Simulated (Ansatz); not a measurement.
Relaxation of GaH7SSi (10 atoms, charge 0, multiplicity 1), to a largest force component of 0.03 eV/Å in at most 50 steps.

Level of theory: RKS BHLYP-D4/def2-SVP (Ansatz 0.2.0).

```xyz
10
Properties=species:S:1:pos:R:3
Ga -0.994 -1.565 0.287
Si 1.390 1.046 -0.511
H -0.799 -2.384 -1.020
H -0.268 -1.800 1.641
H 0.057 0.512 -0.309
S -2.538 0.068 0.182
H 1.300 2.357 -1.192
H 2.045 1.204 0.808
H 2.179 0.101 -1.336
H -2.371 0.460 1.449
```

Problem. Where does it end, and by what steps?

Solution. The run converged. The force dipped under the threshold on the way, but the program's further checks kept it going. After 18 steps the energy has fallen by 0.182 eV; H10 moved furthest, 0.75 Å.

```tsv
step	energy less start (eV)	largest force component (eV/Å)	accepted
0	0.0000	0.796	yes
1	-0.0890	0.322	yes
2	-0.1178	0.296	yes
3	-0.1542	0.124	yes
4	-0.1619	0.123	yes
5	-0.1666	0.114	yes
6	-0.1690	0.051	yes
7	-0.1683	0.057	no
8	-0.1704	0.016	yes
9	-0.1714	0.054	yes
10	-0.1723	0.073	yes
11	-0.1735	0.138	yes
12	-0.1749	0.093	yes
13	-0.1774	0.010	yes
14	-0.1792	0.078	yes
15	-0.1801	0.091	yes
16	-0.1808	0.055	yes
17	-0.1813	0.019	yes
18	-0.1816	0.015	yes
```

```xyz
10
Properties=species:S:1:pos:R:3
Ga -1.035 -1.280 0.154
Si 1.545 0.996 -0.529
H -0.879 -1.882 -1.271
H 0.006 -1.393 1.309
H 0.089 0.687 -0.596
S -2.995 -0.355 0.590
H 1.840 2.034 -1.539
H 1.855 1.486 0.831
H 2.301 -0.241 -0.817
H -2.728 -0.052 1.869
```

Whether the end is a true minimum wasn't checked by a vibrational analysis.

Run time: 32 s on 2 threads of AMD EPYC 9R14 (Zen 4), with other jobs on the host, peak memory 0.25 GiB.
